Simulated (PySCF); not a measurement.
The dipole of `O=S(=O)(O)c1ccc(S)cc1` from its density and from atomic charges.

Coordinates (GFN2-xTB, Å) and charges (e) from the PBE0/pcSseg-1 density (PySCF):

```json
{"atom": "O1", "x": "-2.777", "y": "0.992", "z": "-1.547", "Mulliken": "-0.4920", "IAO": "-0.8528", "Hirshfeld": "-0.2930", "ESP-fitted": "-0.4768"}
{"atom": "S2", "x": "-2.407", "y": "0.533", "z": "-0.250", "Mulliken": "+1.3279", "IAO": "+2.1683", "Hirshfeld": "+0.5560", "ESP-fitted": "+1.0524"}
{"atom": "O3", "x": "-2.860", "y": "1.248", "z": "0.906", "Mulliken": "-0.5293", "IAO": "-0.8817", "Hirshfeld": "-0.3083", "ESP-fitted": "-0.5278"}
{"atom": "O4", "x": "-2.929", "y": "-0.993", "z": "-0.075", "Mulliken": "-0.4576", "IAO": "-0.7345", "Hirshfeld": "-0.2204", "ESP-fitted": "-0.5774"}
{"atom": "C5", "x": "-0.658", "y": "0.262", "z": "-0.174", "Mulliken": "-0.5459", "IAO": "-0.2574", "Hirshfeld": "-0.0404", "ESP-fitted": "+0.0866"}
{"atom": "C6", "x": "-0.014", "y": "0.392", "z": "1.038", "Mulliken": "+0.0632", "IAO": "-0.1269", "Hirshfeld": "-0.0373", "ESP-fitted": "-0.2516"}
{"atom": "C7", "x": "1.344", "y": "0.143", "z": "1.114", "Mulliken": "+0.0117", "IAO": "-0.1652", "Hirshfeld": "-0.0524", "ESP-fitted": "-0.0039"}
{"atom": "C8", "x": "2.036", "y": "-0.240", "z": "-0.032", "Mulliken": "-0.3502", "IAO": "-0.0794", "Hirshfeld": "-0.0008", "ESP-fitted": "-0.1861"}
{"atom": "S9", "x": "3.762", "y": "-0.580", "z": "0.004", "Mulliken": "+0.0549", "IAO": "+0.0401", "Hirshfeld": "-0.0028", "ESP-fitted": "-0.2006"}
{"atom": "C10", "x": "1.370", "y": "-0.363", "z": "-1.251", "Mulliken": "+0.0228", "IAO": "-0.1592", "Hirshfeld": "-0.0486", "ESP-fitted": "+0.0784"}
{"atom": "C11", "x": "0.014", "y": "-0.109", "z": "-1.321", "Mulliken": "+0.0795", "IAO": "-0.1222", "Hirshfeld": "-0.0318", "ESP-fitted": "-0.3291"}
{"atom": "H12", "x": "-3.497", "y": "-1.049", "z": "0.694", "Mulliken": "+0.2623", "IAO": "+0.3856", "Hirshfeld": "+0.1855", "ESP-fitted": "+0.4381"}
{"atom": "H13", "x": "-0.582", "y": "0.698", "z": "1.901", "Mulliken": "+0.1039", "IAO": "+0.1800", "Hirshfeld": "+0.0556", "ESP-fitted": "+0.1732"}
{"atom": "H14", "x": "1.863", "y": "0.244", "z": "2.056", "Mulliken": "+0.0979", "IAO": "+0.1574", "Hirshfeld": "+0.0549", "ESP-fitted": "+0.1320"}
{"atom": "H15", "x": "3.936", "y": "-0.327", "z": "1.301", "Mulliken": "+0.1426", "IAO": "+0.0985", "Hirshfeld": "+0.0657", "ESP-fitted": "+0.2267"}
{"atom": "H16", "x": "1.924", "y": "-0.655", "z": "-2.130", "Mulliken": "+0.1004", "IAO": "+0.1666", "Hirshfeld": "+0.0576", "ESP-fitted": "+0.1628"}
{"atom": "H17", "x": "-0.534", "y": "-0.186", "z": "-2.245", "Mulliken": "+0.1077", "IAO": "+0.1828", "Hirshfeld": "+0.0607", "ESP-fitted": "+0.2031"}
```

**Question.** Compute μ = Σ q r for each scheme (1 e·Å = 4.803 D) and compare with the dipole of the full density.

**Answer.** The full density gives (2.92, -2.05, 2.42) D, 4.32 D in size; dipole vectors point from the negative to the positive end.

| scheme | μx | μy | μz | size (D) | share of the full size (%) | angle to the full dipole (°) |
| --- | --- | --- | --- | --- | --- | --- |
| Mulliken | 3.97 | -1.82 | 1.66 | 4.67 | 108 | 16 |
| IAO | 4.76 | -2.64 | 2.03 | 5.81 | 135 | 15 |
| Hirshfeld | 3.07 | -1.84 | 1.14 | 3.75 | 87 | 17 |
| ESP-fitted | 2.94 | -2.07 | 2.39 | 4.32 | 100 | 1 |

**Question.** Which set comes closest?

**Answer.** Length of the difference vector: ESP-fitted 0.04 D, Hirshfeld 1.31 D, Mulliken 1.31 D, IAO 1.97 D. Closest: ESP-fitted. The schemes that divide the density aren't constrained to reproduce the dipole.

**Question.** What is left for the Hirshfeld atoms' own dipoles?

**Answer.** The Hirshfeld atoms' densities add up to the full density, so μ = Σ q r + Σ (atomic dipoles). The atomic dipoles sum to (2.92, -2.05, 2.42) − (3.07, -1.84, 1.14) = (-0.15, -0.21, 1.28) D, 1.31 D in size.

**Question.** With the origin at the mean of the coordinates, (0.000, 0.001, -0.001) Å, which are the largest single terms, by size, of the ESP-fitted dipole along the direction of the full one?

**Answer.** S2 -10.22, O1 +7.37, O3 +5.12, O4 +4.30, H15 +3.87 D; all 17 atoms together +4.32 D. The single terms depend on the origin, their sum doesn't.

**Question.** Give the size of the full dipole in other units.

**Answer.** 4.32 D = 1.698 au = 0.898 e·Å = 14.40 × 10⁻³⁰ C·m.

One conformer (not necessarily the lowest) at the GFN2-xTB geometry, without solvent, vibrations or thermal averaging.

The values belong to the conformer `[O:1]=[S:2](=[O:3])([OH:4])[c:5]1[cH:6][cH:7][c:8]([SH:9])[cH:10][cH:11]1`: O1–S2–C5–C6 152°, H–O4–S2–O1 -123°, H–S9–C8–C7 -1°.
